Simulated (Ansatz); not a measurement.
AlBH$_{8}$OSi$_{2}$, relaxed with RKS PBE-D4/def2-SVP in Ansatz from a rough embedded geometry. The force threshold is 0.03 eV/Å; the program also tests the step.

The species carries charge 0 and has multiplicity 1. The bonds changed during the relaxation, so this is another structure than the one it started from.

Start:

```xyz
13

B    -1.976   -0.641    0.767
O    -1.720   -1.109   -0.547
Si   -0.060   -1.431   -0.558
Si    1.184    0.442   -1.109
Al    1.072    1.970    0.650
H    -2.028    0.548    1.038
H    -2.340   -1.375    1.642
H     0.279   -2.432   -1.561
H     0.461   -1.964    0.784
H     2.522    0.029   -1.375
H     0.514    0.991   -2.299
H     1.847    3.360    0.537
H     0.247    1.613    2.032
```

```
step  energy (eV)  largest force (eV/Å)  largest move (Å)
   1  -25181.1751                 1.817             0.000
   2  -25181.5779                 1.457             0.194
   3  -25181.6957                 0.756             0.086
   4  -25181.8259                 0.636             0.200
   5  -25181.9137                 0.246             0.196
   6  -25181.9597                 0.511             0.191
   7  -25181.9862                 0.399             0.166
   8  -25182.0079                 0.387             0.097
   9  -25182.0711                 0.387             0.200
  10  -25182.1157                 0.480             0.196
  11  -25182.1740                 0.259             0.200
  13  -25182.2393                 0.368             0.195
  15  -25182.3500                 0.573             0.195
  17  -25182.5013                 0.618             0.196
  19  -25182.5579                 0.162             0.152
  21  -25182.5709                 0.202             0.131
  23  -25182.5759                 0.190             0.125
  25  -25182.5880                 0.100             0.089
  27  -25182.5942                 0.154             0.051
  29  -25182.6090                 0.345             0.195
  31  -25182.7218                 0.706             0.197
  33  -25182.9961                 0.892             0.186
  35  -25182.9983                 1.509             0.097
  37  -25183.0771                 0.141             0.051
  39  -25183.0820                 0.027             0.028
```

End:

```xyz
13

B    -1.198    0.033    1.196
O    -0.908   -1.220    0.651
Si    0.142   -1.664   -0.606
Si    1.356    0.298   -1.165
Al    0.059    1.705    0.354
H    -1.529    0.961    0.256
H    -2.063    0.125    2.050
H    -0.684   -2.151   -1.767
H     1.008   -2.791   -0.116
H     2.818    0.199   -0.813
H     1.220    0.654   -2.622
H    -0.112    3.210    0.840
H    -0.108    0.642    1.742
```

Hardware: 4 threads of a server CPU on a shared host. Wall time 54 s, peak host memory 0.17 GiB.
